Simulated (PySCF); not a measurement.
## F⁺ (fluorine, charge +1) across methods

[He] 2s2 2p4, high-spin 3P determinant. Calculation: PySCF 2.14, in aug-cc-pCVQZ-DK (9s8p6d4f2g, 109 functions); scalar relativity by spin-free X2C-1e.

```
method  E (hartree)  mean ε 2s β (eV)  mean ε 2p α (eV)  mean ε 2p β (eV)  Σ⟨r²⟩ (bohr²)   ⟨S²⟩
M06-2X     -99.1858           -50.181           -35.315           -31.358          7.185  2.003
   LDA     -98.5394           -44.598           -30.011           -26.175          7.280  2.002
  BLYP     -99.2050           -44.599           -29.789           -26.495          7.264  2.002
 HSE06     -99.1371           -46.929           -32.334           -28.655          7.186  2.002
   PBE     -99.1144           -44.561           -29.875           -26.449          7.246  2.002
r2SCAN     -99.1754           -45.011           -30.840           -27.044          7.159  2.003
   UHF    -98.92644           -54.357           -40.709           -35.647          7.092  2.005
```

Task: Estimate the same row for PBE0.

Result: E (hartree) = -99.1275; mean ε 2s β (eV) = -47.380; mean ε 2p α (eV) = -32.769; mean ε 2p β (eV) = -29.029; Σ⟨r²⟩ (bohr²) = 7.184; ⟨S²⟩ = 2.002.
